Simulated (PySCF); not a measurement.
## How methods differ on the ionisation energy of Rb²⁴⁺

Rb²⁴⁺ [Ne] 3s2 3p1 (2P) → Rb²⁵⁺ [Ne] 3s2 (1S), as a difference of total energies. All numbers are calculated (PySCF 2.14, the spin-free X2C one-electron Hamiltonian (Gaussian nucleus), in an even-tempered Gaussian basis (18 s from 2.5 bohr⁻², ratio 2.5; 12 p from 3.2 bohr⁻², ratio 2.5; 5 d from 14 bohr⁻², ratio 2.7; 4 f from 22 bohr⁻², ratio 2.7)). Correlated levels: outer shells: 1s2 frozen; virtual orbitals above 40 to 60 times the deepest correlated orbital energy dropped. The calculations carry no spin-orbit coupling.

| method | ionisation energy (eV) |
| --- | --- |
| UHF | 1124.1 |
| LDA | 1125.7 |
| PBE | 1126.1 |
| PBE0 | 1125.8 |
| r2SCAN | 1125.9 |
| B97-3 | 1125.7 |
| M06-2X | 1126.1 |
| MP2 (outer shells) | 1124.6 |
| SCS-MP2 (outer shells) | 1124.5 |

A first-order spin-orbit estimate (lowest level to lowest level, LS coupling) adds 8.900 eV.

Breit and QED terms and the two-electron picture change are absent.

For comparison: 1125 ± 5 eV (semi-empirical (NIST evaluation); NIST Atomic Spectra Database, ionization energies).
